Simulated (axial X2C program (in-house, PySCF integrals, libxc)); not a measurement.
# Excited states of CuTe⁻ by EOM-EE-CCSD

Calculated with an axial X2C code built on PySCF integrals: two-component X2C with atomic mean-field Coulomb and Gaunt terms, Gaussian nuclei, basis Te dyall-acv3z, Cu dyall-acv3z with contracted cores.

R = 2.350 Å (near the PBE0 minimum at charge -1 of the determinant lowest at the starting distance; the state shown can have its own minimum elsewhere).

Hartree–Fock spinors of CuTe⁻ (one of each Kramers pair; a window near the gap, which can cut inner shells):

```csv
ω,occupied,ε (eV),character
3/2,yes,-8.93,99% Cu d
5/2,yes,-8.80,100% Cu d
1/2,yes,-8.71,"92% Cu d, 4% Te s, 3% Te p"
1/2,yes,-3.40,"72% Te p, 19% Cu s, 4% Cu d"
1/2,yes,-2.22,"79% Te p, 9% Cu p, 6% Cu d"
3/2,yes,-1.79,"81% Te p, 12% Cu p, 7% Cu d"
1/2,no,2.02,"78% Cu p, 20% Cu s"
1/2,no,2.26,99% Cu p
3/2,no,2.26,99% Cu p
1/2,no,2.93,"73% Cu s, 25% Cu p"
1/2,no,3.74,"50% Cu p, 18% Te p, 13% Te s"
1/2,no,4.89,"45% Cu p, 31% Te p, 11% Cu d"
```

Vertical excitation energies from the closed-shell determinant state of CuTe⁻:

| Ω | excitation (eV) | cm⁻¹ | hole of the leading pair | particle of the leading pair | weight of the pair (for Ω = 0 its time-reversed partner can hold as much again) | singles weight |
| --- | --- | --- | --- | --- | --- | --- |
| 2 | 0.852 | 6873 | 71% Te pπ, 17% Cu dπ, 12% Cu pπ | 42% Cu sσ, 33% Cu pσ, 12% Te pσ | 0.92 | 0.93 |
| 1 | 0.926 | 7468 | 72% Te pπ, 16% Cu dπ, 12% Cu pπ | 43% Cu sσ, 33% Cu pσ, 12% Te pσ | 0.84 | 0.92 |
| 0⁻ | 1.170 | 9439 | 66% Te pπ, 18% Cu dπ, 9% Cu pπ | 41% Cu sσ, 34% Cu pσ, 12% Te pσ | 0.46 | 0.93 |
| 0⁺ | 1.232 | 9938 | 69% Te pπ, 20% Cu dπ, 9% Cu pπ | 42% Cu sσ, 33% Cu pσ, 12% Te pσ | 0.45 | 0.92 |
| 1 | 1.291 | 10414 | 66% Te pπ, 16% Cu dπ, 9% Cu pπ | 42% Cu sσ, 34% Cu pσ, 12% Te pσ | 0.84 | 0.92 |
| 0⁻ | 1.867 | 15062 | 41% Te pσ, 32% Cu dσ, 19% Cu sσ | 37% Cu sσ, 37% Cu pσ, 13% Te pσ | 0.40 | 0.94 |
| 2 | 2.018 | 16274 | 78% Te pπ, 12% Cu pπ, 9% Cu dπ | 84% Cu pσ, 7% Cu sσ, 6% Cu pπ | 0.92 | 0.93 |
| 3 | 2.025 | 16330 | 79% Te pπ, 12% Cu pπ, 9% Cu dπ | 95% Cu pπ | 0.93 | 0.93 |
| 1 | 2.027 | 16349 | 78% Te pπ, 12% Cu pπ, 9% Cu dπ | 61% Cu pσ, 32% Cu pπ | 0.90 | 0.93 |
| 2 | 2.034 | 16403 | 79% Te pπ, 12% Cu pπ, 9% Cu dπ | 92% Cu pπ | 0.93 | 0.93 |
| 0⁻ | 2.037 | 16429 | 79% Te pπ, 12% Cu pπ, 9% Cu dπ | 96% Cu pπ | 0.41 | 0.93 |
| 0⁺ | 2.062 | 16631 | 79% Te pπ, 12% Cu pπ, 9% Cu dπ | 97% Cu pπ | 0.44 | 0.93 |

This point took 110 s on 1 thread of Arm Neoverse V1 (shared host).

Reference electrons by ω block (each with its −ω partner): 1/2: 26, 3/2: 12, 5/2: 3. 18 electrons of CuTe⁻ correlated (inner shells frozen), 84 natural virtual spinors (a truncated set); levels can be off by some tenths of an eV. Roots sought by Ω: (0: 5, 1: 4, 2: 3, 3: 1); rows need 60 % singles weight and stop where some Ω has no more roots. Missing are any skipped roots, higher Ω and states of a further excitation; these come out far too high here and may in truth be low or lowest. T1 of the reference 0.040 (Lee–Taylor). Some roots did not converge and are left out. The highest Hartree–Fock level of the anion lies at -1.79 eV; relaxation, partly offset by correlation, puts the detachment threshold some tenths of an eV to over one eV lower in magnitude, and states above it are held by the basis set and are not bound. Number of frozen shells: Te 4 s, 3 p, 2 d; Cu 3 s, 2 p. Large amplitudes in the reference (orbital relaxation or multireference character) lower the reliability.
